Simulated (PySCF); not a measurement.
PBE on Os⁻ (osmium, charge -1), [Xe] 4f14 5d7 6s2, high-spin 4F determinant. Computed with PySCF 2.14 in def2-QZVPPD with the def2 core potential (60 electrons) (7s5p4d4f2g, 88 functions), with scalar relativity through the core potential.

```
cycle= 1 E= -90.6324438251663  delta_E= -0.0176  |g|= 0.0468  |ddm|= 0.876
cycle= 2 E= -90.630420819095  delta_E= 0.00202  |g|= 0.0787  |ddm|= 0.162
cycle= 3 E= -90.6334011073882  delta_E= -0.00298  |g|= 0.0034  |ddm|= 0.113
cycle= 4 E= -90.6334083838285  delta_E= -7.28e-06  |g|= 0.000787  |ddm|= 0.0122
cycle= 5 E= -90.6334088213347  delta_E= -4.38e-07  |g|= 2.16e-05  |ddm|= 0.00211
cycle= 6 E= -90.6334088218143  delta_E= -4.8e-10  |g|= 9.9e-07  |ddm|= 7.45e-05
converged SCF energy = -90.6334088218143  <S^2> = 3.7658877  2S+1 = 4.007936
```

Highest occupied orbital energy: 2.508 eV; ⟨L²⟩ = 12.02; populations by l: s 4.00, p 6.00, d 7.00, f 0.00.

Problem. Can this result be used?

Solution. With care. The run converged. Energies and moments cover only the electrons outside the core potential. Spin-orbit coupling, absent here, splits the open shell strongly. At PBE the highest occupied level has a positive energy, so only the finite basis holds that electron; in a semilocal or global hybrid functional this comes from self-interaction and does not mean that the real anion is unbound.
